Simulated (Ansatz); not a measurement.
CH2O2, SMILES `O[C]O` (lower singlet; H–O–C–O torsion 0°, O–C–O–H torsion -180°) (charge 0, multiplicity 1). This singlet lies 2.57 eV below the relaxed triplet at the level frozen-core CCSD(T)/cc-pVTZ // PBE0-D3(BJ)/def2-TZVP (Ansatz, a program for electronic structure).

Level of theory: Ansatz with LC-ωPBE/cc-pVTZ // PBE0-D3(BJ)/def2-TZVP.

Ansatz 0.2 input:
```yaml
crystal:
  periodic: [false, false, false]
  atoms:
    - { symbol: O, position_ang: [-1.202785, -0.357495, 0.173692] }
    - { symbol: C, position_ang: [0.0573, -0.64629, 0.331888] }
    - { symbol: O, position_ang: [0.766846, 0.356432, -0.176622] }
    - { symbol: H, position_ang: [-1.318591, 0.508002, -0.271043] }
    - { symbol: H, position_ang: [1.69723, 0.13935, -0.057913] }
basis:
  gaussian: { orbitals: cc-pVTZ }
hamiltonian:
  xc: lc_wpbe
```

Output:

```
Functional definition: LC-wPBE
618 factors; their error is unknown
176 factors; integrals over basis functions are off by at most 2.2e-5 eV
mean field evaluation 1: about -5157.3845 eV, gradient 4.7e1 eV
mean field evaluation 2: about -5157.7233 eV, gradient 4.7e1 eV
mean field evaluation 4: about -5160.7225 eV, gradient 1.1e0 eV
mean field evaluation 8: about -5160.7059 eV, gradient 3.5e-1 eV
mean field evaluation 16: about -5160.7060 eV, gradient 4.7e-5 eV
mean field -5160.70602091 eV, -189.6524482162 hartree, gradient 4.7e-5 eV, S^2 0.000000; 0 other end points of the search recorded, 0 dependent functions left out
reference -5160.70602091 eV, -189.6524482163 hartree; 12, 12 occupied and 106, 106 virtual orbitals, 618 factors
Total energy: -5160.70602091 eV, -189.6524482163 hartree
```
